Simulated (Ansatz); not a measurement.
Breaking a bond: GaC (cation, charge +1), lowest singlet found (which spin is the ground state isn't settled by this scan).

Levels: UCCSD(T) = CCSD(T) on UHF/aug-cc-pVDZ, cores with 3d frozen run with Ansatz (a program for electronic structure); RKS-PBE = restricted PBE/aug-cc-pVDZ run with Ansatz; FCI = full CI/aug-cc-pVDZ, cores with 3d frozen in Ansatz.

Energies relative to the lowest point of each curve between 2.66 and 3.50 Å, where full CI is lowest, in kcal/mol:

| R / Å | UCCSD(T) | RKS-PBE |
|---|---|---|
| 2.66 | 0.5 | 0.2 |
| 2.89 | 0.0 | 0.0 |
| 3.14 | 0.2 | 1.7 |
| 3.50 | 1.4 | 5.2 |
| 3.90 | 2.6 | 9.0 |
| 4.38 | 3.6 | 12.5 |
| 4.91 | 4.3 | 15.1 |
| 5.76 | 4.9 | 17.0 |
| 6.68 | 5.2 | 17.5 |

Q: What does FCI give at the same points?

A: 2.66: 0.5; 2.89: 0.0; 3.14: 1.1; 3.50: 3.6; 3.90: 6.1; 4.38: 8.3; 4.91: 9.7; 5.76: 10.8; 6.68: 11.4 (kcal/mol).

The scan ran from 1.43 to 6.68 Å; beyond the distances shown full CI changes its symmetry label. The unrestricted determinant behind UCCSD(T) is spin-contaminated at 2.66 to 6.68 Å (<S²> up to 1.0, against 0.00 for a pure singlet). The restricted form behind RKS-PBE keeps the bonding electrons paired and can't separate into open-shell fragments.
